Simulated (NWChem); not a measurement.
GaN2H4Cl; SMILES [NH2][Ga]([NH2])[Cl]

```xyz
8

Ga    -0.0270     0.3247     0.0000
Cl     0.0198    -1.8535     0.0000
N      0.0968     1.1469     1.6325
H     -0.1847     0.5948     2.4350
H     -0.2432     2.0984     1.7182
N      0.0968     1.1469    -1.6325
H     -0.2432     2.0984    -1.7182
H     -0.1847     0.5948    -2.4350
```
Atoms are numbered in this order, from 1.

Computed with NWChem. Coordinates come from a B3LYP/6-31G* (spherical d) optimisation.

For level OLYP/def2-SVP:

* **highest occupied level (eV)**: -5.54
* **orbital gap (eV)**: 4.53
* **dipole (D)**: 3.23

Q: How do the values read with level MPW1K/def2-SVP instead?

A: 
| Item | Value |
|---|---|
| highest occupied level (eV) | -8.29 |
| orbital gap (eV) | 8.55 |
| dipole (D) | 3.43 |
